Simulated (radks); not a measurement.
The numbers below are computed, except where a source is named.
Polarisability of the thallium ion Tl+, [Hg], at imaginary frequency. Code: a radial shooting solver on a logarithmic mesh with Libxc functionals. Model: non-relativistic Kohn-Sham, LDA (Slater exchange, VWN5 correlation), spin-polarised, spherical densities, point nucleus; relativity is left out, which matters for an element this heavy. Response by self-consistent Sternheimer equations with the Hartree and adiabatic LDA kernel.

w (hartree),alpha1(iw) (bohr^3),alpha2(iw) (bohr^5)
0.00266,29.36,175.8
0.0143,29.29,175.6
0.0360,28.91,174.7
0.0697,27.75,171.7
0.118,25.26,164.6
0.186,21.25,150.6
0.280,16.43,128.0
0.413,11.94,98.47
0.605,8.418,67.74
0.892,5.804,41.97
1.35,3.822,23.71
2.12,2.273,12.13
3.59,1.124,5.320
6.94,0.4201,1.735
17.5,0.1022,0.3139

Static values: alpha1 = 29.36 bohr^3 (4.351 angstrom^3; uncoupled 59.56), alpha2 = 175.8 bohr^5, alpha3 = 1995 bohr^7. C6 = 233.7, C8 = 8013, triple-dipole C9 = 4596 atomic units. One-pole (London) frequency 4 C6 / (3 alpha1^2) = 0.362 hartree, against 0.523 for minus the highest occupied eigenvalue. The dipole shielding factor is 0.987, as the force sum rule N/Z = 0.988 demands.
